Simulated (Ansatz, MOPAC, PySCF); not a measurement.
Potential energy curve for SeLi (cation, charge +1), lowest singlet found (which spin is the ground state isn't settled by this scan).

Levels of theory: PM7, restricted, heats of formation (MOPAC); RKS-B3LYP/6-31G* = restricted B3LYP/6-31G*, spherical d (PySCF); FCI = full CI/aug-cc-pVDZ, cores with 3d frozen run with Ansatz (an electronic-structure program); RMP2/6-31G* = restricted MP2 (frozen core)/6-31G*, spherical d in PySCF 2.14.0.

Energies are in kcal/mol, each relative to the lowest point of its own curve between 2.26 and 3.36 Å, where full CI is lowest.

```
R / Å    PM7  RKS-B3LYP/6-31G*   FCI  RMP2/6-31G*
-----  -----  ----------------  ----  -----------
1.77   152.1              60.0  66.4         62.7
1.92    95.8              31.7  36.3         33.5
2.07    58.6              15.5  18.5         16.5
2.15    44.4              10.0  12.4         10.7
2.26    29.6               4.9   6.6          5.3
2.37    19.0               2.0   3.0          2.1
2.41    16.1               1.3   2.1          1.4
2.49    11.2               0.4   0.9          0.4
2.58     7.1               0.0   0.2          0.0
2.69     3.7               0.2   0.0          0.2
2.79     1.8               0.7   0.3          0.8
2.97     0.2               2.4   1.6          2.5
3.11     0.0               3.9   3.0          4.1
3.36     0.8               6.8   5.6          7.0
3.63     2.2               9.6   8.3          9.9
3.94     3.7              12.4  10.8         12.6
4.42     5.2              15.4  13.6         15.4
4.86     6.1              17.2  15.3         16.9
5.49     6.7              18.6  16.7         18.2
6.25     7.0              19.5  17.6         19.1
7.24     7.1              20.1  18.2         19.6
8.49     7.1              20.5  18.6         20.0
```

At the longest distance, 8.49 Å, RKS-B3LYP/6-31G* lies highest above its minimum (20.5 kcal/mol) and PM7 lowest (7.1 kcal/mol).

The restricted form behind PM7, RKS-B3LYP/6-31G*, RMP2/6-31G* keeps the bonding electrons paired and can't separate into open-shell fragments. Also computed but left out beside FCI, since their determinant holds another spin at the minimum (<S²> over 0.7 above the pure value): UHF, UMP2, UCCSD, UCCSD(T), UKS-PBE, UKS-B3LYP, UKS-B3LYP/6-31G*, UMP2/3-21G, UMP2/6-31G*, UKS-BP86/6-31G*.
